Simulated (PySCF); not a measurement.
PySCF was given this input:
```python
from pyscf import gto, scf, cc

mol = gto.M(
    atom='''
O    -0.00000000   -0.00000000   -2.00248556
B    -0.00000000   -0.00000000   -0.83812989
B     0.00000000    0.00000000    0.83812989
O     0.00000000    0.00000000    2.00248556
''',
    basis='sto-3g',
    charge=1,
    spin=1,
    verbose=4,
)

mf = scf.UHF(mol)
mf.kernel()

mycc = cc.CCSD(mf)
mycc.kernel()
et = mycc.ccsd_t()
print('E(CCSD(T)) = %.10f' % (mycc.e_tot + et))
```

Question: Give the SCF-reference Mulliken (on the basis functions themselves) charges in atom order at the level CCSD(T)/STO-3G (PySCF).

Answer: O1 -0.06, B2 0.56, B3 0.56, O4 -0.06

Question: Estimate the number of basis functions that CCSD(T)/STO-3G returns for this input.

Answer: 20

Question: Estimate the SCF-reference <S^2> that CCSD(T)/STO-3G returns for this input.

Answer: 0.828

Question: What SCF-reference HOMO energy does CCSD(T)/STO-3G give?

Answer: -16.97 eV

Question: Estimate the coupled-cluster correlation energy (without the perturbative part) that CCSD(T)/STO-3G returns for this input.

Answer: -0.2778 Eh

These values belong to the state on which the SCF converged, which isn't shown to be the lowest.
